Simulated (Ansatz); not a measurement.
Input file for Ansatz (a first-principles code): R-wB97M-V/def2-TZVPP on GeHI (SMILES [GeH][I]), atoms moved off the minimum. Elements past Kr take the def2 small-core potentials; no spin–orbit coupling.

Ansatz 0.2 input:
```yaml
crystal:
  periodic: [false, false, false]
  atoms:
    - {symbol: Ge, position_ang: [-0.89424430, -0.85877544, 0.98753507]}
    - {symbol: H, position_ang: [-1.97856245, -1.38668022, -0.03529445]}
    - {symbol: I, position_ang: [0.43823864, 0.35189311, -0.79628562]}
basis:
  gaussian:
    orbitals: def2-TZVPP
hamiltonian:
  xc: {name: wB97M-V}
scf: {lower_state_search: off}
output: {forces: true}
```

The log:

```
WARN ansatz: RAYON_NUM_THREADS=1 ignored (pool sized by the plan → 1); use --threads N
Functional definition: wB97M-V
these checks for a lower state are left out or cut short: stability, starts, cluster_reference, orbital_swaps, neighbouring_geometries, increment
integrals: 0.05 GiB planned
834 factors; their error is unknown
integrals: 0.09 GiB planned
156 factors; integrals over basis functions are off by at most 8.2e-5 eV
mean field: 0.51 GiB planned
mean field evaluation 1: about -64631.2149 eV, gradient 1.6e1 eV
mean field evaluation 2: about -64631.4747 eV, gradient 1.7e1 eV
mean field evaluation 4: about -64631.8282 eV, gradient 5.1e-1 eV
mean field evaluation 8: about -64632.1550 eV, gradient 7.6e-2 eV
mean field evaluation 16: about -64632.1550 eV, gradient 1.4e-4 eV
mean field -64632.15500269 eV, -2375.1878871008 hartree, gradient 4.6e-6 eV, S^2 0.000000; 0 other end points of the search recorded, 0 dependent functions left out
the calculation of the forces begins
reference -64632.15503613 eV, -2375.1878883296 hartree; 29, 29 occupied and 83, 83 virtual orbitals, 834 factors
Total energy: -64632.15503613 eV, -2375.1878883296 hartree
Atom 0 at    -0.894244    -0.858775     0.987535 Å, force     0.035557    -0.002871     0.142747 eV/Å
Atom 1 at    -1.978562    -1.386680    -0.035294 Å, force    -0.035232    -0.005950    -0.093853 eV/Å
Atom 2 at     0.438239     0.351893    -0.796286 Å, force    -0.000325     0.008821    -0.048894 eV/Å
Dipole moment:    -0.184029    -0.164827     0.233496 e Å
Checks for a lower state left out: stability, starts, cluster_reference, orbital_swaps, neighbouring_geometries, increment
```

Self-consistency was reached.

Cost: about 7 core-seconds (a rough figure).
